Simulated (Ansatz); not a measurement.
A single point on C₃H₁₀SSi (`CC[SiH2]CS`).

```yaml
crystal:
  periodic: [false, false, false]
  atoms:
    - {symbol: C, position_ang: [-1.562859, -0.453194, -0.850141]}
    - {symbol: C, position_ang: [-0.120631, -0.952353, -0.865979]}
    - {symbol: Si, position_ang: [0.795942, -0.658893, 0.743821]}
    - {symbol: C, position_ang: [0.741962, 1.154768, 1.246099]}
    - {symbol: S, position_ang: [1.437640, 2.256218, -0.015704]}
    - {symbol: H, position_ang: [-1.614515, 0.627796, -0.692174]}
    - {symbol: H, position_ang: [-2.139743, -0.924149, -0.049752]}
    - {symbol: H, position_ang: [-2.074142, -0.667489, -1.791897]}
    - {symbol: H, position_ang: [0.442037, -0.486903, -1.682197]}
    - {symbol: H, position_ang: [-0.092418, -2.028993, -1.066632]}
    - {symbol: H, position_ang: [0.149044, -1.458794, 1.826614]}
    - {symbol: H, position_ang: [2.217605, -1.079151, 0.623714]}
    - {symbol: H, position_ang: [-0.262392, 1.480314, 1.526083]}
    - {symbol: H, position_ang: [1.377184, 1.295424, 2.124607]}
    - {symbol: H, position_ang: [0.683487, 1.844597, -1.046860]}
basis:
  gaussian: {orbitals: def2-QZVPP}
correlation: {method: mp2}
```

```sh
$ ansatz run in.yaml --threads 2 --pin off --events-out ev --progress --plain --max-ram 22528MiB --backend cuda --devices 0, --max-vram 18GiB
```

Shortened log:

```
Functional definition: HF
3581 factors; integrals over basis functions are off by at most 8.9e-4 eV
mean field evaluation 1: about -21927.7264 eV, gradient 3.8e1 eV
mean field evaluation 2: about -21927.8842 eV, gradient 3.8e1 eV
mean field evaluation 4: about -21932.0168 eV, gradient 4.4e0 eV
mean field evaluation 8: about -21932.0924 eV, gradient 2.7e-1 eV
mean field -21932.09275627 eV, -805.9895426866 hartree, gradient 2.1e-6 eV, S^2 0.000000; 0 other end points of the search recorded, 0 dependent functions left out
13 core orbitals not correlated: weight in the atoms' cores, before any rotation towards them, 1.000 or more for the frozen orbitals, at most 0.000 for the correlated occupied ones
reference -21932.09275627 eV, -805.9895426866 hartree; 16, 16 occupied and 582, 582 virtual orbitals, 3581 factors
second order -24.42090644 eV of doubles, -0.00000000 eV of singles
Total energy: -21956.51366271 eV, -806.8869944452 hartree
```

Hardware: 2 threads of an AMD EPYC 7R13 on a shared host and a share of an NVIDIA H100 80 GB. Wall time 4.2 s, peak host memory 1.2 GiB.
